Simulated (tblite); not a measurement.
C5H10BP.
Numbering: `[BH3-:1][P@+:2]1([CH3:3])[CH:4]=[C:5]1[CH:6]=[CH2:7]` (hydrogens: H8, H9, H10 on B1; H11, H12, H13 on C3; H14 on C4; H15 on C6; H16, H17 on C7)
Bond orders are those of one Lewis drawing.

Computed with GFN2-xTB (tblite), gas phase: Langevin dynamics at 300 K from the optimised GFN2-xTB geometry, time step 0.5 fs, friction 0.01 fs⁻¹, 2000 steps.

Start geometry:
```
atom  x, y, z in Å
B1     -1.872    1.527    0.408
P2     -0.832   -0.101    0.145
C3     -1.333   -1.376   -1.102
C4      0.208   -0.966    1.357
C5      0.947   -0.347    0.439
C6      2.268   -0.032    0.009
C7      2.502    0.727   -1.059
H8     -1.861    2.053   -0.659
H9     -1.283    2.115    1.255
H10    -2.950    1.141    0.728
H11    -1.464   -0.885   -2.066
H12    -0.588   -2.163   -1.185
H13    -2.291   -1.802   -0.806
H14     0.280   -1.542    2.255
H15     3.079   -0.439    0.601
H16     3.499    0.974   -1.379
H17     1.685    1.131   -1.636
```

The statistics below take the 31 frames saved every 25 fs from 250 to 1000 fs; their kinetic temperature (all 3N coordinates) averages 301 K.

Problem. Give the mean, spread and extremes of the bond lengths.

Solution. 
```tsv
bond	start (Å)	mean (Å)	standard deviation (Å)	shortest (Å)	longest (Å)
B1–P2	1.949	1.976	0.048	1.875	2.088
P2–C3	1.852	1.863	0.032	1.783	1.941
P2–C4	1.816	1.823	0.036	1.769	1.899
C4=C5	1.331	1.331	0.018	1.285	1.369
C5–C6	1.424	1.430	0.033	1.362	1.522
C6=C7	1.331	1.338	0.023	1.293	1.384
P2–C5	1.821	1.836	0.037	1.771	1.934
B1–H8	1.190	1.195	0.034	1.127	1.275
B1–H9	1.187	1.194	0.027	1.156	1.262
B1–H10	1.189	1.199	0.035	1.135	1.287
C3–H11	1.089	1.090	0.025	1.039	1.156
C3–H12	1.087	1.093	0.032	1.018	1.164
C3–H13	1.090	1.092	0.031	1.033	1.166
C4–H14	1.069	1.072	0.022	1.026	1.131
C6–H15	1.084	1.085	0.022	1.037	1.130
C7–H16	1.076	1.085	0.028	1.041	1.153
C7–H17	1.079	1.079	0.021	1.038	1.110
```

Problem. Give the same statistics for bond angles, one of each kind among heavy atoms.

Solution. 
| angle | start (°) | mean (°) | standard deviation (°) | smallest (°) | largest (°) |
| --- | --- | --- | --- | --- | --- |
| B1–P2–C3 | 121.4 | 121.0 | 5.3 | 110.0 | 132.6 |
| B1–P2–C4 | 127.8 | 126.9 | 8.9 | 110.7 | 141.3 |
| B1–P2–C5 | 127.8 | 126.3 | 6.3 | 114.0 | 139.5 |
| C3–P2–C4 | 106.0 | 105.2 | 3.9 | 98.2 | 113.0 |
| C3–P2–C5 | 106.3 | 105.6 | 5.5 | 98.2 | 118.2 |
| C4–P2–C5 | 42.9 | 42.7 | 0.9 | 40.3 | 45.0 |
| P2–C4–C5 | 68.7 | 69.2 | 1.8 | 65.3 | 72.8 |
| C4–C5–C6 | 145.7 | 145.0 | 4.9 | 135.1 | 153.6 |
| P2–C5–C4 | 68.4 | 68.2 | 1.9 | 64.8 | 72.5 |
| P2–C5–C6 | 145.9 | 145.2 | 5.1 | 135.6 | 155.3 |
| C5–C6–C7 | 122.1 | 122.0 | 3.6 | 114.2 | 130.5 |

Problem. How widely does the potential energy scatter, against a harmonic estimate?

Solution. Mean 0.55 eV above the start, standard deviation 0.096 eV, range 0.40 to 0.75 eV. For 45 classical harmonic modes at 300 K the canonical values are 45kT/2 = 0.58 eV and kT·√(45/2) = 0.123 eV.

The run is classical and short, so these are rough statistics of one trajectory.

The cost below is that of the whole dynamics run. Time: 11 s; peak memory 0.18 GiB. Hardware: Arm Neoverse V2, one thread, shared host with 192 logical CPUs at a one-minute load of 66.
